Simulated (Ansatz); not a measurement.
An input meant for TiBr₂Cl₂ (charge 0, singlet).

```yaml
crystal:
  periodic: [true, true, true]
  atoms:
    - {symbol: Ti, position_ang: [-0.032868, 0.000100, -0.023043]}
    - {symbol: Br, position_ang: [-0.015915, -0.015329, 2.304351]}
    - {symbol: Br, position_ang: [2.160955, 0.008649, -0.800446]}
    - {symbol: Cl, position_ang: [-1.058826, 1.778477, -0.728642]}
    - {symbol: Cl, position_ang: [-1.053346, -1.771907, -0.752220]}
basis:
  gaussian: {orbitals: aug-cc-pVDZ, final_grid: {core_spheres: 8, valence_spheres: 7, degree: 23}}
hamiltonian: {xc: {name: wB97X}}
scf: {omitted_lower_state_checks: [starts]}
output: {forces: true}
```

```sh
$ ansatz run in.yaml --threads 2 --pin off --events-out ev --progress --plain --max-ram 32768MiB --backend cpu
```

Shortened log:

```
Error: YAML parse error: error: line 2 column 3: crystal: missing field `lattice` (a structure is typed as `lattice` and `atoms`, a molecule's as `atoms` in Å alone, or read from a run's directory, `checkpoint`)
 --> <input>:2:3
1 | crystal:
2 |   periodic: [true, true, true]
3 |   atoms:
4 |     - {symbol: Ti, position_ang: [-0.032868, 0.000100, -0.023043]}
```

In this input the species is marked periodic without a cell. The program refused the input.
